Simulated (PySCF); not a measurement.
Species: C₆H₁₀OSi₂.
Geometry (PBE0-D3(BJ)/def2-SVP, Å), atoms numbered from 1 in this order:
```xyz
19
C6H10OSi2 angstrom
C     -1.4490    2.3817    0.9070
C     -1.5943    1.4252    0.1752
C     -1.7187    0.2609   -0.6796
C     -2.4843   -0.8986   -0.0734
C     -1.9889   -2.1373   -0.2057
C     -0.6853   -2.3369   -0.9323
Si    -0.0373   -0.5725   -1.0708
O      1.0868   -0.2392    0.0891
Si     1.5620    0.5160    1.4885
H     -1.3287    3.2349    1.5477
H     -2.1894    0.5663   -1.6352
H     -3.4248   -0.7024    0.4507
H     -2.5259   -2.9990    0.2060
H     -0.8404   -2.7988   -1.9242
H      0.0030   -3.0018   -0.3845
H      0.5243   -0.1857   -2.3955
H      0.5645    0.3053    2.5777
H      1.7677    1.9762    1.2635
H      2.8617   -0.0940    1.8981
```

NICS = −σ at a ghost point: NICS(0) at the centroid of the ring atoms, NICS(1) 1 Å to either side along the normal of their mean plane, zz for the tensor component along that normal. Level: GIAO PBE0/pcSseg-1 (PySCF, non-relativistic, gas phase) on the PBE0-D3(BJ)/def2-SVP geometry, one conformer.

Ring bond lengths (Å), with Mayer bond orders in brackets: C3–C4 1.516 (1.02), C4–C5 1.341 (1.91), C5–C6 1.506 (1.04), C6–Si7 1.885 (0.87), Si7–C3 1.917 (0.77).

Question: Give the NICS values of each ring in ppm.

Answer: 
```
           ring                                                      type  NICS(0)  NICS(1), two faces  NICS(1)zz, two faces  rms pucker (Å)  centre to ring atoms, mean (Å)
C3–C4–C5–C6–Si7  5-membered ring with Si; formal bonds 1 double, 4 single     -2.3         -3.5 / -3.3           -3.2 / -1.7            0.10                            1.38
```

Question: What can be read from them?

Answer: 
- C3–C4–C5–C6–Si7: mean NICS(1)zz -2.4 ppm, near zero. C3, C6, Si7 have four or more neighbours; no verdict on aromaticity is drawn.

Question: At the second NICS(1) probe listed for ring C3–C4–C5–C6–Si7, 1 Å off the ring, how large is the induced field along the normal in 7.05 T applied along it?

Answer: NICSzz × B0 = -1.7 ppm × 7.05 T = -12 μT, against the applied field.

Question: List the ring angles and the Hirshfeld charges of the ring atoms.

Answer: 
- C3–C4–C5–C6–Si7: C3 101.1° (-0.104 e), C4 118.7° (-0.047 e), C5 119.3° (-0.044 e), C6 102.1° (-0.165 e), Si7 95.2° (+0.442 e); sum 536.4° against 540° for a flat convex ring.

Question: How do the values depend on the level or the medium?

Answer: 
| level | NICS(0), C3–C4–C5–C6–Si7 | mean NICS(1)zz, C3–C4–C5–C6–Si7 |
| --- | --- | --- |
| PBE0/pcSseg-1, gas | -2.3 | -2.4 |
| mPW1PW91/pcSseg-1, gas | -2.3 | -2.4 |
| PBE0/pcSseg-1, IEF-PCM benzene | -2.3 | -2.4 |
| PBE0/pcSseg-1, IEF-PCM dimethylsulfoxide | -2.3 | -2.4 |

The geometry is the same throughout; the continuum's cavity takes Bondi-type radii × 1.2.

On one thread, Intel Xeon Platinum 8488C (x86_64), on a shared host, this took 54 s of wall time (grids of density and orbitals included) and 1.0 GiB of memory at its peak. This is the whole shielding run at PBE0/pcSseg-1, SCF included.
